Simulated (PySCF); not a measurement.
# Radial density of Ar³⁺ (argon, charge +3)

UHF, [Ne] 3s2 3p3, high-spin 4S determinant. Calculation: PySCF 2.14, in pcseg-2; no relativity, point nucleus.

```json
{"r (bohr)": "0.00182", "4πr²ρ (e/bohr)": "0.1503", "4πr²(ρα − ρβ)": "0.0000"}
{"r (bohr)": "0.00306", "4πr²ρ (e/bohr)": "0.4057", "4πr²(ρα − ρβ)": "0.0001"}
{"r (bohr)": "0.00515", "4πr²ρ (e/bohr)": "1.066", "4πr²(ρα − ρβ)": "0.0002"}
{"r (bohr)": "0.00866", "4πr²ρ (e/bohr)": "2.656", "4πr²(ρα − ρβ)": "0.0006"}
{"r (bohr)": "0.0146", "4πr²ρ (e/bohr)": "6.081", "4πr²(ρα − ρβ)": "0.0016"}
{"r (bohr)": "0.0245", "4πr²ρ (e/bohr)": "12.05", "4πr²(ρα − ρβ)": "0.0050"}
{"r (bohr)": "0.0412", "4πr²ρ (e/bohr)": "18.85", "4πr²(ρα − ρβ)": "0.0199"}
{"r (bohr)": "0.0693", "4πr²ρ (e/bohr)": "20.43", "4πr²(ρα − ρβ)": "0.0854"}
{"r (bohr)": "0.117", "4πr²ρ (e/bohr)": "15.31", "4πr²(ρα − ρβ)": "0.2968"}
{"r (bohr)": "0.196", "4πr²ρ (e/bohr)": "16.98", "4πr²(ρα − ρβ)": "0.6122"}
{"r (bohr)": "0.330", "4πr²ρ (e/bohr)": "20.45", "4πr²(ρα − ρβ)": "0.3775"}
{"r (bohr)": "0.555", "4πr²ρ (e/bohr)": "8.488", "4πr²(ρα − ρβ)": "0.0904"}
{"r (bohr)": "0.934", "4πr²ρ (e/bohr)": "4.231", "4πr²(ρα − ρβ)": "2.0081"}
{"r (bohr)": "1.57", "4πr²ρ (e/bohr)": "3.142", "4πr²(ρα − ρβ)": "1.9129"}
{"r (bohr)": "2.64", "4πr²ρ (e/bohr)": "0.2853", "4πr²(ρα − ρβ)": "0.1984"}
{"r (bohr)": "4.44", "4πr²ρ (e/bohr)": "0.001659", "4πr²(ρα − ρβ)": "0.0011"}
```
